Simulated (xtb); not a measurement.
AlAsH4, SMILES [AlH2][AsH2]. All values are semi-empirical tight-binding results from xtb (GFN2-xTB unless named), good for trends rather than for accurate numbers. Geometry optimised at GFN2-xTB.

Optimised geometry:

```xyz
6

Al    -1.6205    -0.1931    -0.0826
As     0.7644     0.0667    -0.0242
H      0.5850    -0.6019     1.3310
H      0.3088     1.3682     0.6141
H     -2.5394     0.8517     0.6271
H     -2.5117    -1.3102    -0.7015
```
Charge 0, spin multiplicity 1.

For metal compounds this method's bond lengths and energies can be far off.

Computed properties:
| Property | Value |
|---|---|
| orbital gap | 3.69 eV |
| zero-point energy | 15.6 kcal/mol |
| G − E(el) at 298.15 K (modified RRHO) | -2.1 kcal/mol |

Computed atomic charges and the Wiberg bond orders between heavy atoms:
charges (e) Al1 0.35, As2 0.05, H3 -0.02, H4 0.01, H5 -0.20, H6 -0.18. Bond orders Al1–As2 1.17.
